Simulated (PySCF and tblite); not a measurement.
The numbers below are computed, except where a source is named.
System: 1-bromo-2-chloro-1,1,2-trifluoroethane, C₂HBrClF₃, numbered as in [F:1][C@@H:2]([Cl:3])[C:4]([F:5])([F:6])[Br:7].

For the rotation about the C2–C4 bond (torsion F1–C2–C4–F5 from 179° to 54°, falling): electronic barrier 6.84 kcal/mol, zero-point change 0.05 kcal/mol, thermal and entropy terms at 250 K a further 0.58 kcal/mol (symmetry numbers apart). The minimum is C1, the saddle C1. Level: CAM-B3LYP/pcSseg-1 + D3(BJ) on PBE0-D3(BJ)/def2-SVP stationary points, with GFN2-xTB thermal terms. Rates follow Eyring's equation with the number of equivalent paths and no tunnelling. Programs: tblite and PySCF.

(1) How many equivalent paths lead out of the minimum?

(2) Work out the rate at 250 K.

Spin–orbit effects of heavy atoms on shieldings are missing.

## Answers

(1) 1: the symmetry number of the minimum is 1, that of the saddle displaced along its mode 1.

(2) ΔG‡ = 7.47 kcal/mol; k_B T/h = 5.2×10¹² s⁻¹; exp(−ΔG‡/RT) = 3×10⁻⁷; times 1 gives k = 1.5×10⁶ s⁻¹. Wigner's tunnelling factor for the 47i cm⁻¹ mode would be 1.00.
